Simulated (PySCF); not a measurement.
Job file and geometry (Å, from GFN2-xTB) of an NMR shielding run on `C[S@](CB(C)C)=O`, C$_{4}$H$_{11}$BOS, GIAO PBE0/pcSseg-1 NMR shielding, non-relativistic, gas phase in PySCF 2.14.0, density-fitted response routines; density fitting, a coarse starting grid and PySCF grid level 2 are the driver's defaults:

```
$ OMP_NUM_THREADS=1 python probes_run.py task.json out

{"job": {"kind": "nmr", "xc": "PBE0", "basis": "pcSseg-1"}, "charge": 0, "multiplicity": 1}
C     -1.625559     1.251536     0.529097
B     -1.168968     0.151967    -0.491544
C     -2.064966    -1.097283    -0.833307
C      0.317112     0.209732    -1.012359
S      1.308590    -0.825426     0.193471
C      2.963616    -0.251404    -0.415547
O      1.148916    -0.208846     1.511157
H     -0.991175     1.133830     1.411443
H     -1.450348     2.267023     0.177369
H     -2.660259     1.180147     0.852734
H     -3.114847    -0.842905    -0.960323
H     -2.023647    -1.785101     0.012324
H     -1.743749    -1.654390    -1.710475
H      0.497291    -0.267684    -1.972978
H      0.763463     1.201022    -1.005946
H      3.721728    -0.761814     0.169928
H      3.063097    -0.513351    -1.462440
H      3.050946     0.819266    -0.269019
```

Q: Write the output of this run.

A: 
```
coarse grid: 14960 points
cycle   1  E = -656.5324617260  dE =  8.228e-01  |g| = 9.605e-01  |ddm| = 3.744e+00
cycle   2  E = -655.8261041819  dE =  7.064e-01  |g| = 2.068e+00  |ddm| = 3.588e+00
cycle   3  E = -656.6959811213  dE = -8.699e-01  |g| = 3.352e-01  |ddm| = 3.083e+00
cycle   4  E = -656.7220445696  dE = -2.606e-02  |g| = 8.803e-02  |ddm| = 4.133e-01
cycle   5  E = -656.7238165342  dE = -1.772e-03  |g| = 2.167e-02  |ddm| = 1.043e-01
cycle   6  E = -656.7239259508  dE = -1.094e-04  |g| = 6.492e-03  |ddm| = 2.847e-02
cycle   7  E = -656.7239366016  dE = -1.065e-05  |g| = 1.419e-03  |ddm| = 7.971e-03
cycle   8  E = -656.7239370940  dE = -4.925e-07  |g| = 4.298e-04  |ddm| = 2.146e-03
final grid: 138088 points
cycle   9  E = -656.7745598235  dE = -3.031e-05  |g| = 1.169e-02  |ddm| = 3.050e-02
cycle  10  E = -656.7745150122  dE =  4.481e-05  |g| = 1.852e-02  |ddm| = 2.747e-02
cycle  11  E = -656.7745892484  dE = -7.424e-05  |g| = 3.479e-03  |ddm| = 2.045e-02
cycle  12  E = -656.7745916289  dE = -2.380e-06  |g| = 2.212e-04  |ddm| = 3.132e-03
cycle  13  E = -656.7745916416  dE = -1.272e-08  |g| = 1.091e-04  |ddm| = 4.526e-04
cycle  14  E = -656.7745916445  dE = -2.877e-09  |g| = 2.545e-05  |ddm| = 1.229e-04
cycle  15  E = -656.7745916446  dE = -1.526e-10  |g| = 6.852e-06  |ddm| = 3.224e-05
converged SCF energy = -656.7745916446

GIAO shielding tensors (ppm)
atom      isotropic    diamagn.    paramagn.     s11        s22        s33       span
  0 C      165.401     253.623     -88.222    136.568    175.218    184.417     47.849
  1 B       13.604     188.837    -175.233    -57.276    -23.637    121.725    179.001
  2 C      170.739     252.658     -81.920    152.319    171.762    188.135     35.816
  3 C      121.331     261.644    -140.313     87.967    117.276    158.748     70.781
  4 S      178.567    1054.940    -876.372     25.252     79.525    430.925    405.673
  5 C      134.839     254.881    -120.042    103.246    117.024    184.246     81.000
  6 O      254.385     401.145    -146.760      7.253    296.568    459.336    452.083
  7 H       30.534      32.064      -1.531     26.863     29.401     35.337      8.475
  8 H       30.639      31.188      -0.549     26.433     29.492     35.993      9.560
  9 H       30.561      30.785      -0.224     26.797     29.269     35.617      8.821
 10 H       30.390      29.422       0.968     26.221     29.176     35.772      9.551
 11 H       30.820      30.794       0.026     27.951     28.858     35.651      7.701
 12 H       30.669      31.252      -0.583     26.593     30.026     35.389      8.796
 13 H       29.389      34.774      -5.385     25.973     29.168     33.025      7.051
 14 H       28.661      35.828      -7.166     25.737     29.987     30.261      4.524
 15 H       28.900      29.076      -0.176     25.758     26.786     34.155      8.397
 16 H       29.703      30.701      -0.997     26.394     27.639     35.077      8.682
 17 H       29.209      31.435      -2.226     26.690     28.362     32.574      5.884
```

Size and cost of the density-fitted run: 181 basis functions, 26 s wall time on 1 thread of an Arm Neoverse V2, shared host; peak memory 0.82 GiB.
